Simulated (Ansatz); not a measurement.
Gas-phase reaction R1 → 2 P1, each structure at its B3LYP-D3(BJ)/def2-TZVP stationary point, reached from a drawn start (curvature not checked).
R1, Cl2 (SMILES ClCl) (charge 0, multiplicity 1, Z-matrix in Å and degrees):
```
Cl
Cl 1 2.0135
```
P1: Cl atom, charge 0, multiplicity 2.

P less R. No zero-point or thermal terms; singlets are restricted closed shells; open shells are unrestricted; no spin–orbit coupling.

Frozen-core correlation throughout. CBS(a, b) extrapolates the correlation energy as X⁻³ and adds the Hartree–Fock energy of set b.

The values were computed with Ansatz (a quantum-chemistry and plane-wave program) with Gaussian orbitals. No computed number here is a measurement.

```json
[
 {"level": "HF/cc-pV(D+d)Z", "reaction energy (kcal/mol)": "13.62"},
 {"level": "BLYP/def2-TZVPP", "reaction energy (kcal/mol)": "58.06"},
 {"level": "r2SCAN/def2-TZVPP", "reaction energy (kcal/mol)": "59.14"},
 {"level": "CAM-B3LYP/def2-TZVPP", "reaction energy (kcal/mol)": "54.23"},
 {"level": "wB97X-V/def2-TZVPP", "reaction energy (kcal/mol)": "58.10"},
 {"level": "MP2/cc-pV(D+d)Z", "reaction energy (kcal/mol)": "46.00"},
 {"level": "SCS-MP2/cc-pV(Q+d)Z", "reaction energy (kcal/mol)": "58.03"},
 {"level": "CCSD/cc-pV(Q+d)Z", "reaction energy (kcal/mol)": "52.16"},
 {"level": "CCSD(T)/CBS(cc-pV(T+d)Z, cc-pV(Q+d)Z)", "reaction energy (kcal/mol)": "(withheld)"}
]
```

Complete the blanks.


- CCSD(T)/CBS(cc-pV(T+d)Z, cc-pV(Q+d)Z), reaction energy (kcal/mol): 58.95
